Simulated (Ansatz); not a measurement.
Species: HgH (charge 0, doublet). The spin state was set by rule; other spins were not relaxed. 
Geometry from a B3LYP-D3(BJ)/def2-TZVP (Ansatz, a first-principles code) optimisation:
```xyz
2

Hg     0.0000     0.0000    -0.0222
H      0.0000     0.0000     1.7746
```
Charge 0, spin multiplicity 2.

Basis-set convergence of Hartree-Fock and MP2 correlation energies (hartree) with Ansatz. Valence correlation only, unless marked. UHF or UKS for open shells. Spin-orbit coupling is left out. The frozen core is the preceding noble-gas configuration, with the filled d and f shells of earlier blocks. Past Kr the def2 sets carry scalar-relativistic core potentials.

```csv
basis,functions,E(HF),"E(corr, MP2)"
def2-SVPD,43,-153.05234,-0.30213
def2-TZVPPD,79,-153.06075,-0.43431
def2-QZVPPD,121,-153.06136,-0.45757
```

Extrapolating the two largest sets (X = 3 and 4) as X^-3: E(corr) = (64·(-0.45757) - 27·(-0.43431))/37 = -0.4745 Eh, an estimate of the basis-set limit. The largest set recovers 96.4 % of it, the smallest 63.7 %.
